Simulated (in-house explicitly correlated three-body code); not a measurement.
Computed with an exponentially correlated three-body code. Model: two electrons around a point charge, non-relativistic, variational in 260 exponentially correlated functions (energies converged to about 1e-7 hartree, or 1e-8 relative for large Z).

For this charge the correlation energy is taken as exact minus Hartree-Fock, from which it differs by microhartrees, and the kinetic parts follow from it.

For two electrons in a singlet the Kohn-Sham orbital is the square root of half the density, so the exact Kohn-Sham potential and energy parts follow from the density alone, and exchange is minus half the Hartree energy. The Kohn-Sham level equals minus the binding energy of the second electron.

Command:
```bash
python run_hyl.py task.json out
```
Settings (lengths in bohr, energies in hartree):
```
Z                      8.9
interaction_strength   1
functions              260
states_tried           13
```

Time taken, with all properties: 57 s on 1 thread of Intel(R) Xeon(R) Platinum 8175M CPU @ 2.50GHz (Skylake/Cascade Lake), on a shared host.

**Those bound S and P states to n = 4 that converged, binding against the one-electron ion.**

Given: nuclear charge 8.9.

Computed: one-electron threshold -39.605 hartree.

```tsv
term	energy (hartree)	binding (eV)	quantum defect
1 1S	-73.8042017	930.61	0.044778
2 3S	?	?	?
2 3P	-47.5722739	216.8	0.020948
2 1S	-47.5564823	216.37	0.018984
2 1P	-47.3474472	210.68	-0.0075805
3 3S	-43.2040302	97.935	0.055447
3 3P	-43.11961	95.637	0.020293
3 1S	-43.1180479	95.595	0.019631
3 1P	-43.0573994	93.945	-0.0064333
4 3S	-41.6096347	54.549	0.054569
4 3P	?	?	?
4 1S	-41.5748131	53.601	0.019849
4 1P	-41.5494411	52.911	-0.0060346
```

Problem. What belongs in the row 2 3S?

Solution. energy (hartree): -47.8816883; binding (eV): 225.22; quantum defect: 0.058293.

Problem. What belongs in the row 4 3P?

Solution. energy (hartree): -41.5750381; binding (eV): 53.607; quantum defect: 0.020076.

**Exact Kohn-Sham parts of the ground state from its density.**

Computed: Kohn-Sham kinetic 73.76 hartree; Hartree energy 10.68 hartree; kinetic part of the DFT correlation energy 0.044298 hartree; potential part of the DFT correlation energy -0.089872 hartree; exact minus restricted Hartree-Fock -0.045574 hartree; Kohn-Sham level -930.61 eV; restricted Hartree-Fock level -930.88 eV; dipole polarisability 0.0016976 bohr³; C6 of two such species 6.6658e-05 hartree·bohr⁶.

Problem. What is the exchange energy?

Solution. -5.3399 hartree.

Problem. What is the total energy?

Solution. -73.8042017 hartree.

**Functionals on the exact density and self-consistent, errors are functional minus exact, hybrids only self-consistent, a dash where a self-consistent run leaves the top level unbound.**

```json
{"result": "B3LYP VWN-RPA", "exchange error (millihartree)": "-", "correlation error (millihartree)": "-", "functional driven error (millihartree)": "-", "density driven error (millihartree)": "-", "self consistent total error (millihartree)": "47.177", "top level plus exact binding (eV)": "41.597"}
{"result": "AM05", "exchange error (millihartree)": "584.73", "correlation error (millihartree)": "-124.75", "functional driven error (millihartree)": "459.98", "density driven error (millihartree)": "-1.7688", "self consistent total error (millihartree)": "458.21", "top level plus exact binding (eV)": "57.347"}
{"result": "r2SCAN0", "exchange error (millihartree)": "-", "correlation error (millihartree)": "-", "functional driven error (millihartree)": "-", "density driven error (millihartree)": "-", "self consistent total error (millihartree)": "-1.4639", "top level plus exact binding (eV)": "35.011"}
{"result": "PBEsol", "exchange error (millihartree)": "332.2", "correlation error (millihartree)": "-16.185", "functional driven error (millihartree)": "316.02", "density driven error (millihartree)": "-1.4283", "self consistent total error (millihartree)": "314.59", "top level plus exact binding (eV)": "55.504"}
{"result": "RPBE", "exchange error (millihartree)": "13.708", "correlation error (millihartree)": "-2.2318", "functional driven error (millihartree)": "11.477", "density driven error (millihartree)": "-1.4649", "self consistent total error (millihartree)": "10.012", "top level plus exact binding (eV)": "52.348"}
{"result": "BP86", "exchange error (millihartree)": "39.167", "correlation error (millihartree)": "-30.947", "functional driven error (millihartree)": "8.2197", "density driven error (millihartree)": "-0.96452", "self consistent total error (millihartree)": "7.2552", "top level plus exact binding (eV)": "52.177"}
{"result": "PBE", "exchange error (millihartree)": "103.73", "correlation error (millihartree)": "-2.2318", "functional driven error (millihartree)": "101.5", "density driven error (millihartree)": "-1.4013", "self consistent total error (millihartree)": "100.1", "top level plus exact binding (eV)": "52.988"}
{"result": "wB97X", "exchange error (millihartree)": "-", "correlation error (millihartree)": "-", "functional driven error (millihartree)": "-", "density driven error (millihartree)": "-", "self consistent total error (millihartree)": "?", "top level plus exact binding (eV)": "?"}
{"result": "SCAN", "exchange error (millihartree)": "?", "correlation error (millihartree)": "?", "functional driven error (millihartree)": "?", "density driven error (millihartree)": "?", "self consistent total error (millihartree)": "?", "top level plus exact binding (eV)": "?"}
{"result": "OLYP", "exchange error (millihartree)": "27.131", "correlation error (millihartree)": "-4.6577", "functional driven error (millihartree)": "22.473", "density driven error (millihartree)": "-1.3272", "self consistent total error (millihartree)": "21.146", "top level plus exact binding (eV)": "52.119"}
{"result": "HSE06", "exchange error (millihartree)": "-", "correlation error (millihartree)": "-", "functional driven error (millihartree)": "-", "density driven error (millihartree)": "-", "self consistent total error (millihartree)": "68.715", "top level plus exact binding (eV)": "39.84"}
{"result": "PW91", "exchange error (millihartree)": "87.724", "correlation error (millihartree)": "-15.112", "functional driven error (millihartree)": "72.612", "density driven error (millihartree)": "-1.4349", "self consistent total error (millihartree)": "71.177", "top level plus exact binding (eV)": "52.411"}
{"result": "r2SCAN", "exchange error (millihartree)": "-4.0621", "correlation error (millihartree)": "1.7495", "functional driven error (millihartree)": "-2.3127", "density driven error (millihartree)": "-0.31419", "self consistent total error (millihartree)": "-2.6269", "top level plus exact binding (eV)": "46.977"}
{"result": "M06-L", "exchange error (millihartree)": "-60.088", "correlation error (millihartree)": "-13.812", "functional driven error (millihartree)": "-73.9", "density driven error (millihartree)": "-2.3472", "self consistent total error (millihartree)": "-76.248", "top level plus exact binding (eV)": "46.435"}
```

Problem. What belongs in the row wB97X?

Solution. self consistent total error (millihartree): -140.48; top level plus exact binding (eV): 39.551.

Problem. What belongs in the row SCAN?

Solution. exchange error (millihartree): -4.0621; correlation error (millihartree): 1.7495; functional driven error (millihartree): -2.3127; density driven error (millihartree): -0.31419; self consistent total error (millihartree): -2.6269; top level plus exact binding (eV): 46.977.

**Density and exact potentials over r, pair density (one pair, times 4 pi r12^2) and exact minus Kohn-Sham pair density over r12.**

| radius (bohr) | radial density (electrons/bohr) | exchange potential (hartree) | intracule density (1/bohr) | Coulomb hole against Kohn-Sham (1/bohr) | correlation potential (hartree) |
| --- | --- | --- | --- | --- | --- |
| 0.0476 | 5.1041 | -7.9286 | 0.59762 | -0.04628 | -0.014 |
| 0.0552 | 6.0064 | -7.7539 | 0.78074 | -0.05586 | -0.008 |
| 0.064 | 6.9202 | -7.5422 | 1.0096 | -0.06572 | -0.001 |
| 0.0742 | 7.7826 | -7.2893 | 1.2891 | -0.07485 | 0.006 |
| 0.0859 | 8.5059 | -6.9951 | 1.6161 | -0.08174 | 0.012 |
| 0.0996 | 9.0123 | -6.6525 | 1.9904 | -0.0846 | 0.017 |
| 0.115 | 9.2013 | -6.2771 | 2.3786 | -0.08147 | 0.02 |
| 0.134 | 8.9997 | -5.8363 | 2.783 | -0.06999 | 0.021 |
| 0.155 | 8.3917 | -5.3843 | 3.1111 | -0.05081 | 0.02 |
| 0.18 | 7.3747 | -4.8981 | 3.3275 | -0.02442 | 0.017 |
| 0.208 | 6.1069 | -4.4197 | 3.3616 | 0.003465 | 0.013 |
| 0.241 | 4.6782 | -3.9379 | 3.1785 | 0.02828 | 0.01 |
| 0.28 | 3.2617 | -3.4667 | 2.7655 | 0.04372 | 0.006 |
| 0.324 | 2.0777 | -3.0384 | 2.1977 | 0.04615 | 0.004 |
| 0.376 | ? | ? | ? | ? | ? |
| 0.436 | ? | ? | ? | ? | ? |
| 0.505 | 0.24169 | -1.9781 | 0.512 | 0.01107 | 0.001 |

Problem. What belongs in the row 0.376?

Solution. radial density (electrons/bohr): 1.1659; exchange potential (hartree): -2.6402; intracule density (1/bohr): 1.5523; Coulomb hole against Kohn-Sham (1/bohr): 0.03753; correlation potential (hartree): 0.002.

Problem. What belongs in the row 0.436?

Solution. radial density (electrons/bohr): 0.57243; exchange potential (hartree): -2.2867; intracule density (1/bohr): 0.96127; Coulomb hole against Kohn-Sham (1/bohr): 0.02365; correlation potential (hartree): 0.001.

The density-driven part is never positive, since each functional's own density lowers its energy. Here it is small beside the functional-driven part (median ratio 0.045), the normal case.
